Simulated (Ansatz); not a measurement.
## A barrier at the coupled-cluster level

Start structure (GeNH$_{4}$F, singlet), relaxed at PBE0-D4/def2-TZVP:

Ge1  (-0.149, -0.424, 0.518)
F2  (1.482, -0.687, 1.099)
N3  (-0.175, 0.692, -0.908)
H4  (0.265, 0.350, -1.750)
H5  (-0.648, -1.806, 0.090)
H6  (-0.888, 0.232, 1.687)
H7  (0.113, 1.643, -0.735)
(Å)

The step: GeNH₄F ([NH2][GeH2][F]) → GeNH₃ ([NH][GeH2]) + HF; bonds formed: F2–H4; bonds broken: Ge1–F2, N3–H4. Computed with Ansatz 0.2.0 (basis: def2-TZVPP and def2-QZVPP); correlated methods freeze the cores. Filled d shells of the heavier atoms are correlated. The def2 sets are not built for correlating such inner shells, so the correlated values are less sure here. Extrapolation: Hartree–Fock as exp(−7.88 √X), correlation as X^−2.97. Energies below are by CCSD(T) at an estimated basis limit (MP2 extrapolated from triple and quadruple zeta, plus CCSD(T) − MP2 in triple zeta).

**Question.** What are the electronic barrier and the energy of the step, from the start structure to the end structure? (To be estimated.)

**Answer.** The calculation gives: Barrier 65.92 kcal/mol; step energy 56.20 kcal/mol (uphill); reverse barrier, their difference, 9.72 kcal/mol. Barrier and step energy count from the start structure, the reverse barrier from the end structure.

The saddle point: One imaginary mode of 263i cm⁻¹.
```tsv
pair	start (Å)	saddle (Å)	end (Å)
F2–H4	3.27	1.02	0.96
Ge1–F2	1.75	2.33	3.63
N3–H4	1.01	1.56	1.62
```

Zero-point energy (harmonic, PBE0-D4): ZPE is 27.75 kcal/mol at the start and 24.77 kcal/mol at the saddle, so the barrier goes from 65.92 to 62.94 kcal/mol.

First-order rate constant out of the start structure at 298 K by transition-state theory, with harmonic vibrational free energies alone and no tunnelling: ΔA‡ = 63.05 kcal/mol, so k = (kB T/h) exp(−ΔA‡/kB T) ≈ 10^-33 s⁻¹ (an order of magnitude at best: rotation, the number of equivalent paths and anharmonicity are left out).

The T1 diagnostic stays at or below 0.019. The restricted Hartree–Fock reference is unstable towards an unrestricted one at one or more of these structures.

Labels in which every atom is bracketed show which atoms are joined, not bond orders.

For scale, one of the runs: CCSD(T)/def2-TZVPP, 166 basis functions, launched by `ansatz run in.yaml --threads 2 --pin off --events-out ev --progress --plain --max-ram 4352MiB`. The run took 56 s on 2 CPU threads of an Arm Neoverse V1 (shared host), with 1.4 GiB of host memory at its peak.
